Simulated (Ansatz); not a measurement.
Species: TeO, charge 0, triplet. TeO (SMILES O=[Te], triplet).
B3LYP-D3(BJ)/def2-TZVP minimum from Ansatz (an electronic-structure program):
```
O
Te 1 1.8289
```
Charge 0, spin multiplicity 3.

Total energies in def2-TZVPP, 12 correlated electrons, 10 frozen orbitals. UHF or UKS for unpaired electrons; spin-orbit terms are left out. Correlated methods leave the cores frozen (noble-gas shells, and filled d and f shells in the p block). Past Kr the def2 sets carry scalar-relativistic core potentials. Spin-orbit terms, left out, reach several kcal/mol for Br and I, and more for heavier atoms. The UHF reference of OTe (O=[Te], triplet) is spin-contaminated (<S^2> up to 0.08 over the pure value in the sets run). The determinant of OTe (O=[Te], triplet) is a saddle point of the SCF energy; a lower one exists, which strains HF and MP2.

| method | program | energy (Eh) | minus CCSDT(Q) (mEh) |
|---|---|---|---|
| HF | Ansatz | -341.84625 | 383.09 |
| MP2 | Ansatz | -342.20396 | 25.37 |
| CCSD | Ansatz | -342.20715 | 22.19 |
| CCSD(T) | Ansatz | -342.22632 | 3.02 |
| CCSDT(Q) | Ansatz | -342.22934 | 0.00 |

Rough core times of Ansatz's runs on a shared machine: CCSD(T) 40 s, CCSDT(Q) 5 min.
